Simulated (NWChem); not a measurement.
# BH3Se2; SMILES [SeH]B[SeH]

```xyz
6

B      0.0000     0.0000    -0.8466
H      0.0000     0.0000    -2.0482
Se    -1.6630     0.0000     0.1240
H     -2.5124     0.0000    -1.0763
Se     1.6630     0.0000     0.1240
H      2.5124     0.0000    -1.0763
```
Atoms are numbered in this order, from 1.

Program: NWChem. Pople sets run with spherical d functions. Geometry: optimised at PBE0/def2-SVP. Level PBE/6-31G*: energy and gradient on several grids; changes count from the extra-fine grid, which is no exact limit either.

```csv
grid,size of the energy change (μHa),largest change of a gradient component (μHa/bohr)
xcoarse,200,10000
coarse,300,100
medium,40,300
fine,< 10,40
xfine,< 10,< 30
```
